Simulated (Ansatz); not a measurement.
`O[B-]1(F)OC(C(F)(F)F)=CC(C(F)(F)F)=[O+]1` + `[OH][Al]([Cl])[Cl]` → `FC(F)(F)C1=CC(C(F)(F)F)=[O+][Al-]([Cl])([Cl])[O]1` + `OB(O)F`  (substitution at a C–O bond)

Calculated with Ansatz (gas phase, PBE0-D4/def2-TZVP geometries, no zero-point term in ΔE). CBS: MP2 limit from def2 TZ/QZ plus the TZ coupled-cluster correction, frozen cores. Each species was taken in one conformer, which may not be the lowest.

`O[B-]1(F)OC(C(F)(F)F)=CC(C(F)(F)F)=[O+]1`:

```xyz
18

O    -1.993   -0.740    1.631
B    -0.898    0.109    1.683
F    -0.667    0.812    2.816
O     0.373   -0.715    1.377
C     0.849   -0.824    0.214
C     1.973   -1.855    0.098
F     2.415   -1.944   -1.154
F     2.989   -1.506    0.880
F     1.536   -3.050    0.475
C     0.448   -0.071   -0.875
C    -0.471    0.927   -0.604
C    -0.887    1.939   -1.673
F    -0.304    1.670   -2.839
F    -2.202    1.907   -1.844
F    -0.535    3.163   -1.299
O    -1.010    1.121    0.520
H    -2.499   -0.742    2.444
H     0.883   -0.199   -1.851
```

`[OH][Al]([Cl])[Cl]`:

```xyz
5

O     0.955   -0.680   -0.619
Al   -0.361    0.148    0.010
Cl   -2.085    0.277   -1.130
Cl   -0.291    1.035    1.890
H     1.782   -0.780   -0.150
```

`FC(F)(F)C1=CC(C(F)(F)F)=[O+][Al-]([Cl])([Cl])[O]1`:

Z-matrix (Å, degrees):
```
C
F 1 1.327
F 1 1.328 2 108.8
F 1 1.330 2 108.5 3 -117.9
C 1 1.535 2 109.7 3 119.9
C 5 1.388 1 120.1 2 120.9
O 5 1.261 1 113.6 2 -59.2
C 6 1.388 5 119.8 1 179.9
H 6 1.077 5 120.1 1 -0.1
Al 7 1.823 5 126.5 1 -180.0
O 8 1.261 6 126.4 5 0.0
C 8 1.535 6 120.1 5 -179.9
Cl 10 2.085 7 109.6 5 112.8
Cl 10 2.085 7 109.6 5 -112.4
F 12 1.327 8 109.7 6 -120.4
F 12 1.327 8 109.6 6 120.1
F 12 1.330 8 111.7 6 -0.2
```

`OB(O)F`:

```xyz
6

O    -0.683   -0.332    0.814
B     0.285    0.131   -0.023
O     0.137    0.093   -1.366
F     1.415    0.641    0.466
H    -0.452   -0.246    1.741
H    -0.702   -0.288   -1.632
```

```
                                            species  CCSD(T)/CBS(def2) energy (Eh)
         `O[B-]1(F)OC(C(F)(F)F)=CC(C(F)(F)F)=[O+]1`                    -1140.47523
                               `[OH][Al]([Cl])[Cl]`                    -1237.55309
`FC(F)(F)C1=CC(C(F)(F)F)=[O+][Al-]([Cl])([Cl])[O]1`                    -2101.76571
                                           `OB(O)F`                     -276.31625
```

Work out ΔE.

ΔE = (-2101.76571) + (-276.31625) − (-1140.47523) − (-1237.55309) = -0.05364 Eh = -140.8 kJ/mol.

Largest T1 diagnostic among the species: 0.015.

From r2SCAN to r2SCAN0 (25 % exact exchange), in def2-TZVPP and without D4, ΔE moves by −5.1 kJ/mol. The D4 term adds −6.1 kJ/mol with B3LYP and −3.7 kJ/mol with PBE0; it sums over pairs of atoms, weighted by their polarisabilities, and B3LYP, whose exchange is more repulsive, gets the larger term. In def2-TZVPP, CCSD(T) changes the Hartree–Fock value by +28.9 kJ/mol (the triples alone add +4.1 kJ/mol) and MP2 by +29.7 kJ/mol.

B3LYP here is the variant with VWN-RPA as its local correlation; programs differ in this.
